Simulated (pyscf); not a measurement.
H₃C–CH₂–N•–CH₃ (SMILES CC[N]C), doublet

Gas-phase minimum from PySCF at ωB97X-D3(BJ)/def2-SVP, one conformer. Other isomers of H₃C–CH₂–N•–CH₃ were not searched in full and may lie lower. 

SMILES: CC[N]C
```xyz
12

C      0.2070    -2.2802    -1.0579
C      0.2048    -0.9085    -0.3954
N     -1.1191    -0.4908    -0.0264
C     -1.1344     0.8000     0.5960
H     -0.2127    -3.0354    -0.3758
H     -0.4135    -2.2670    -1.9672
H      1.2278    -2.5874    -1.3351
H      0.6592    -0.1503    -1.0707
H      0.8576    -0.9113     0.5053
H     -0.5106     0.8133     1.5141
H     -2.1598     1.0943     0.8669
H     -0.7109     1.5770    -0.0741
```
Charge 0, spin multiplicity 2.

Bonded distances (Å): C1–C2 1.523, C1–H5 1.101, C1–H6 1.101, C1–H7 1.102, C2–N3 1.436, C2–H8 1.112, C2–H9 1.112, N3–C4 1.433, C4–H10 1.110, C4–H11 1.101, C4–H12 1.110. Angles (°): C2–C1–H5 110.3, C2–C1–H6 110.3, C2–C1–H7 111.2, H5–C1–H6 107.8, H5–C1–H7 108.5, H6–C1–H7 108.5, C1–C2–N3 112.0, C1–C2–H8 110.4, C1–C2–H9 110.4, N3–C2–H8 109.5, N3–C2–H9 109.5, H8–C2–H9 104.7, C2–N3–C4 112.5, N3–C4–H10 111.3 (the first ones only).

Properties at ωB97X-D3(BJ)/def2-SVP:

```
Quantity                                                                                                                                                                                                                                                                                        Value
---------------------------------------------------------------------------------------------------------------------  ------------------------------------------------------------------------------------------------------------------------------------------------------------------------------
Harmonic wavenumbers, unscaled                                                                                         51, 120, 237, 297, 481, 736, 884, 966, 1056, 1057, 1075, 1157, 1246, 1278, 1381, 1396, 1420, 1438, 1467, 1469, 1470, 1486, 2973, 2988, 3013, 3053, 3071, 3150, 3167, 3172 cm⁻¹
Zero-point energy                                                                                                                                                                                                                                                                       66.8 kcal/mol
Rotational symmetry number                                                                                                                                                                                                                                                                          1
Entropy of this conformer at 298 K and 1 atm, rigid rotor and harmonic oscillator, modes under 100 cm⁻¹ raised to 100                                                                                                                                                                 314.1 J/(mol K)
Dipole moment                                                                                                                                                                                                                                                                                  1.68 D
Spin expectation value S2                                                                                                                                                                                                                                                                       0.754
```

Single-point totals, which compare only within one level:

```json
[
 {"level": "ωB97X-D3(BJ)/def2-TZVP", "total energy (hartree)": "-173.97363"},
 {"level": "PBE/def2-TZVP", "total energy (hartree)": "-173.64710"},
 {"level": "r²SCAN/def2-TZVP", "total energy (hartree)": "-173.77918"},
 {"level": "B3LYP-D3(BJ)/def2-TZVP", "total energy (hartree)": "-173.90725"},
 {"level": "PBE0-D3(BJ)/def2-TZVP", "total energy (hartree)": "-173.67886"},
 {"level": "M06-2X/def2-TZVP", "total energy (hartree)": "-173.79193"},
 {"level": "ωB97M-D3(BJ)/def2-TZVP", "total energy (hartree)": "-173.92572"}
]
```

Soft torsions are taken as harmonic, which can shift the entropy by several J/(mol K).
